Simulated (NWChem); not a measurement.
## Lowest excitation of H$_{3}$O$_{2}$ (+1)

```xyz
5

O     -0.6509     0.4324     0.0000
O      0.5529    -0.3693     0.0000
H     -1.3383    -0.2763     0.0000
H      1.0613    -0.1146     0.8131
H      1.0613    -0.1146    -0.8131
```
Charge +1, spin multiplicity 1.

The numbers come from NWChem runs, not from measurements. Structure: optimised with B3LYP/def2-SVP, a minimum by its harmonic frequencies. It is one conformer; others weren't searched.

Basis set: aug-cc-pVDZ. CR-EOMCCSD(T) is the triples correction to the same EOM-CCSD root.

The correlated methods keep 2 core orbitals frozen. B3LYP has NWChem's definition, with VWN1-RPA local correlation. The structure started from a generated list of species. No row is a measurement; the coupled-cluster row has its own basis-set and correlation limits.

Question: For the lowest vertical singlet excitation energy, CIS gives 6.21 eV and TD-LDA (SVWN5) gives 5.59 eV. What do TD-PBE, CR-EOMCCSD(T), EOM-CCSD give?

Answer: TD-PBE: 5.64 eV; CR-EOMCCSD(T): 5.91 eV; EOM-CCSD: 6.12 eV.
